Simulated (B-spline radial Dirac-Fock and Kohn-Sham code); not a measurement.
**Relativistic shifts of the levels of Fe³⁺**

System: the Fe³⁺ ion in the configuration [Ar] 3d5.

Both columns are ΔSCF binding energies of the configuration average from a B-spline atomic structure program: non-relativistic Hartree-Fock with a point nucleus, and Dirac-Fock with a finite nucleus and the Coulomb interaction alone, averaged over the two j levels with weights 2j+1.

| shell | Hartree-Fock (eV) | Dirac-Fock (eV) | shift (eV) | shift (%) |
| --- | --- | --- | --- | --- |
| 1s | 7112.5 | 7178.0 | +65.51 | +0.92 |
| 2s | 892.0 | 905.7 | +13.70 | +1.54 |
| 2p | 767.5 | 769.9 | +2.45 | +0.32 |
| 3s | 147.8 | 150.0 | +2.20 | +1.49 |
| 3p | 108.9 | 109.3 | +0.43 | +0.40 |
| 3d | 51.35 | 51.03 | -0.31 | -0.61 |

Relativity binds 1s, 2s, 2p, 3s, 3p more strongly, among those listed most of all 2s in relative terms, and 3d more weakly, because the contracted s and p shells screen the nucleus better.

Values without a named source are computed, but for edge energies of neutral atoms, which are taken from tables.
